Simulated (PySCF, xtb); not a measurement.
CH₅N₃OSi, SMILES [SiH](OC#N)(N)N.

GFN2-xTB in xtb at its own geometry gives an orbital gap of 6.08 eV and a dipole moment of 6.44 D.

Geometry optimised at PBE0-D3(BJ)/def2-SVP. The structure was generated by enumeration, and PubChem lists no compound with its InChIKey, so it may never have been made. The values are those of a single conformer.

### Question
What does ωB97X/def2-TZVP run with PySCF give? (Estimate from the structure and the level; the computed values follow.)

### Answer
gap 13.10 eV (levels -10.62 and 2.49 eV), dipole 6.09 D.
